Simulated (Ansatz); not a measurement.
Ansatz (an electronic-structure program) input:

Ansatz 0.2 input:
```yaml
crystal:
  periodic: [false, false, false]
  atoms:
    - {symbol: Zr, position_ang: [0.45549064, 0.30104354, -0.20346954]}
    - {symbol: O, position_ang: [-0.63069260, 1.35966071, -1.04649118]}
    - {symbol: Cl, position_ang: [-0.77494616, -1.34817808, 0.97121829]}
basis:
  gaussian:
    orbitals: def2-TZVPD
hamiltonian:
  xc: {name: HSE06}
magnetization: {spin_polarized: true, initial_magnetization: 1}
output: {forces: true}
```

Q: Predict the final energy.

A: -582.35351 Eh (HSE06/def2-TZVPD). The basis has 126 functions.

The spin state was set by rule; other spins were not relaxed.
